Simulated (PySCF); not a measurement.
Molecule: SMILES [CH]=C[Si](OC)(OC)OC (C5H11O3Si), doublet. Atoms near the plane z = 0.8 Å, at the GFN2-xTB optimised geometry (x, y, z in Å): C1 (1.4, -1.9, 0.7), C2 (0.8, -1.1, 0.0), Si3 (-1.1, -1.1, 0.0), O4 (-1.6, -1.9, 1.3), O8 (-1.8, 0.4, 0.0), C9 (-1.7, 1.4, 1.0), H10 (2.5, -2.1, 0.9), H12 (-1.3, -3.9, 1.5), H14 (0.2, -2.8, 1.7), H18 (-0.7, 1.8, 1.1), H19 (-2.5, 2.1, 0.8).

Method: unrestricted PBE0/def2-SVP (PySCF 2.14.0). Cells within 0.4 Å of a nucleus heavier than hydrogen are left out (blank, or x). The values are rescaled to run from 0 to 1.

```
|111111111111111111111111111|
|111111111111111111111111111|
|111111111111111111111111111|
|111111111111111111111111111|
|111111111111111111111111111|
|111111111111111111111111111|
|111111221111111111111111111|
|111112973232111111111111111|
|111112795574111111111111111|
|11111123x443111111111111111|
|11111000x111111111111111111|
|111110012100111111111111111|
|111111011000111111111111111|
|111111111100111111111111111|
|111111111100111111111111111|
|111111110000111111111111111|
|111111101110111233111111111|
|111111112431111354111111111|
|11111112463100025xx53111111|
|11111113442000013xx97101111|
|111111112100000122353011111|
|111111111000011111111111111|
|111111111000111111111111111|
|111111111111111111111111111|
|111111111111111111111111111|
|111111111111111111111111111|
|111111111111111111111111111|
```
Scale: ten equal steps from 0.000 (start of '0') to 1.00 (end of '9'), in the order '0123456789'; x runs from -4.50 to 4.50, y from -4.50 (bottom) to 4.50 (top).

### Question
Which quantity is mapped?
(A) deformation density (molecule minus spherical neutral atoms)
(B) Laplacian of the electron density
(C) spin density
(D) log10 of the electron density

### Answer
A, deformation density (molecule minus spherical neutral atoms). In full: deformation density (molecule minus spherical neutral atoms) (e/bohr³).
